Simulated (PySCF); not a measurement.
H2Pb2, SMILES [PbH]#[PbH]. Coordinates come from a PBE0-D3(BJ)/def2-TZVP optimisation. The def2 effective core potentials stand for the cores of Pb; spin–orbit coupling is left out.

Method: PBE0-D3(BJ)/def2-TZVP (PySCF 2.14.0).

Harmonic wavenumbers (cm⁻¹): 142, 623, 840, 949, 1151, 1210. Rotational constants (GHz): 118.3, 0.5901, 0.5891; symmetry number 2.

### Question
Work out the zero-point energy and the ideal-gas rigid-rotor harmonic-oscillator thermochemistry at 298.15 K and 1 atm.

### Answer
ZPE = ½ Σ hcν = ½ × 4915 cm⁻¹ = 7.03 kcal/mol. H − E(el) = 9.99 kcal/mol. Entropy in cal/(mol K): translation 43.97, rotation 25.08, vibration 3.57, total 72.63. G − E(el) = -11.66 kcal/mol. Cp = 12.30 cal/(mol K). Modes under 150 cm⁻¹ make the vibrational entropy uncertain.
